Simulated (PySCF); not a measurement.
Species: C7H7BF2.
Z-matrix (Å and degrees, PBE0-D3(BJ)/def2-SVP geometry), rows numbered from 1:
```
F 
C   1  1.3524
F   2  1.3530  1  106.85
C   2  1.5131  1  110.51  3  -119.55
C   4  1.3736  2  118.20  1  -128.50
B   5  1.5297  4  129.43  2  -178.14
C   6  1.5262  5  123.92  4     0.34
C   7  1.3739  6  128.40  5    -0.88
C   8  1.4223  7  129.19  6     0.07
C   9  1.3714  8  130.50  7     0.77
H   2  1.1032  1  108.51  3   117.04
H   5  1.0988  4  113.79  2     1.49
H   6  1.2127  5  117.72  4   179.99
H   7  1.0973  6  117.58  5   179.21
H   8  1.0973  7  117.28  6  -179.81
H   9  1.0948  8  114.63  7  -179.44
H  10  1.0944  4  114.47  2    -2.16
```

All values: B3LYP/def2-SVPD (PySCF, non-relativistic), on one gas-phase PBE0-D3(BJ)/def2-SVP geometry that isn't relaxed in the solvent. The solvent is an IEF-PCM continuum (van der Waals radii × 1.2), and excitations are vertical TDDFT with non-equilibrium linear response and a frozen core. The model holds no explicit solvent molecules, cavitation or dispersion.

Gas-phase singlets (H = HOMO, L = LUMO):

| state | E (eV) | λ (nm) | f | leading configuration |
| --- | --- | --- | --- | --- |
| S1 | 4.456 | 278 | 0.052 | H→L+1 69% |
| S2 | 4.643 | 267 | 0.121 | H→L 82% |
| S3 | 5.107 | 243 | 0.000 | H-2→L 96% |
| S4 | 5.218 | 238 | 0.000 | H-3→L 96% |
| S5 | 5.359 | 231 | 0.004 | H-2→L+1 98% |

Question: What are the lowest 5 singlets in chloroform (ε = 4.711)?

Answer: 
```tsv
state	E (eV)	λ (nm)	f	leading configuration	change by rank (eV)
S1	4.402	282	0.088	H→L+1 69%	-0.054
S2	4.565	272	0.173	H→L 80%	-0.078
S3	5.155	241	0.000	H-2→L 64%	+0.048
S4	5.221	237	0.001	H-3→L 64%	+0.003
S5	5.390	230	0.003	H-2→L+1 86%	+0.031
```

Question: The ground-state energy changes by -0.132 eV from gas to chloroform. By how much does the total energy of gas-phase S1 change?

Answer: E(S1) = E(S0) + excitation energy, so it changes by -0.132 − 0.054 = -0.186 eV: it is lowered more than the ground state, which is what a red shift means. This is the vertical state, with the slow part of the continuum still set for S0.

Question: How do the frontier levels move from gas to chloroform?

Answer: 
```
orbital  gas (eV)  solvent (eV)  change (eV)                   Löwdin shares, gas               Löwdin shares, solvent
 LUMO+2      0.18          0.33        +0.15   B6 22 %, C8 11 %, C9 10 %, H15 8 %      B6 30 %, C8 8 %, C9 7 %, C2 6 %
 LUMO+1     -2.20         -2.09        +0.11   B6 22 %, C8 17 %, C4 15 %, C7 10 %   B6 22 %, C8 17 %, C4 15 %, C7 10 %
   LUMO     -2.52         -2.37        +0.15  C5 20 %, C7 18 %, C9 16 %, C10 14 %  C5 20 %, C7 18 %, C9 16 %, C10 13 %
   HOMO     -7.30         -7.16        +0.14  C7 18 %, C10 17 %, C9 15 %, C5 15 %  C7 18 %, C10 17 %, C9 16 %, C5 15 %
 HOMO-1     -8.45         -8.30        +0.15   C4 22 %, C8 21 %, C5 16 %, C7 14 %   C8 22 %, C4 21 %, C5 15 %, C7 14 %
 HOMO-2     -8.77         -8.71        +0.06    B6 33 %, H13 26 %, C7 9 %, C5 8 %   B6 31 %, H13 25 %, C7 12 %, C8 8 %
 HOMO-3     -8.95         -8.79        +0.16   C7 20 %, C5 18 %, B6 17 %, H14 8 %   C5 19 %, C7 18 %, B6 17 %, H14 8 %
```

The HOMO–LUMO gap goes from 4.78 to 4.79 eV.

On Arm Neoverse V2, one thread, no GPU, shared host, this took 54 s wall and 1.2 GiB of memory at its peak. This is the whole response run at B3LYP/def2-SVPD in chloroform, SCF included.
